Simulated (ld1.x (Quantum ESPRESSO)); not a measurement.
## K: one change to an RRKJ potential, before and after

ld1.x (Quantum ESPRESSO) 7.5 input, shortened:

```
&input
   title='K', zed=19., rel=1, dft='PBE', iswitch=3,
   config='[Ar] 3d0 4s0 4p0'
 /
 &inputp
   pseudotype=2, tm=.false., rho0=0.005, lloc=1,
   nlcc=.true., rcore=1.15
 /
3
3S  1  0   2.00   0.00  1.65  1.65  0.0
3D  3  2   0.00   0.00  2.40  2.40  0.0
3P  2  1   6.00   0.00  1.90  1.90  0.0
 &test
   configts(1)='3s2 3p6 3d0 4s0 4p0'
 /
```

All-electron outer shells of the reference configuration (PBE, scalar-relativistic, ld1.x):

| shell | level (eV) | outermost node (bohr) | outermost maximum (bohr) |
| --- | --- | --- | --- |
| 2p | -286.28 | – | 0.26 |
| 3s | -41.45 | 0.48 | 1.08 |
| 3p | -24.88 | 0.45 | 1.15 |
| 4s | -6.22 | 1.56 | 3.51 |
| 3d | -3.81 | – | 1.76 |
| 4p | -3.75 | 1.81 | 4.34 |

Change: all radii but the core radius scaled by about 1.31 (s 2.16, p 2.48, d 3.14 bohr).

Cutoffs: the cutoffs (Ry, on a coarse ladder) from which the occupation-weighted sum of valence levels, in a spherical-Bessel basis at the reference potential, stays within 10 and 1 mRy of its value at 400 Ry; they do not see the model core or the augmentation charge, which bear on the density cutoff. Errors are all-electron minus pseudo energies relative to the spin-unpolarised reference configuration.

Q: Predict the effect on cutoff, ghosts and configuration errors.

A: The potential gets softer (45 Ry and 50 Ry → 35 Ry and 40 Ry); of the 7 tests that both files solve, the error grows in 7 and shrinks in 0 by more than 15 % and 0.3 meV (median size 8.0 → 48.1 meV); neither file shows a bound ghost. A larger radius leaves more room for a smooth pseudo-wave, so fewer plane waves are needed. More of the atom is replaced by a form fitted at one configuration, so other configurations suffer.

```tsv
quantity	base	changed
cutoff, loose	45 Ry	35 Ry
cutoff, tight	50 Ry	40 Ry
loose cutoff by channel (10 mRy a level)	s 40 Ry, p 21 Ry	s 30 Ry, p 18 Ry
bound ghosts	none	none
error for 3s2 3p6 3d0 4s1 4p0, meV [ΔE -4.31 eV]	+12	-70
error for 3s2 3p6 3d0 4s0.5 4p0, meV [ΔE -2.67 eV]	+8.0	-48
error for 3s2 3p6 3d0 4s0 4p1, meV [ΔE -2.76 eV]	+3.4	-7.8
error for 3s2 3p6 3d1 4s0 4p0, meV [ΔE -1.86 eV]	-0.2	+0.7
error for 3s1 3p6 3d0 4s1 4p0, meV [ΔE 37.68 eV]	+61	-126
error for 3s2 3p5 3d0 4s1 4p0, meV [ΔE 20.62 eV]	+40	-213
error for 3s2 3p6 3d0.5 4s0.5 4p0, meV [ΔE -3.10 eV]	+6.7	-41
```
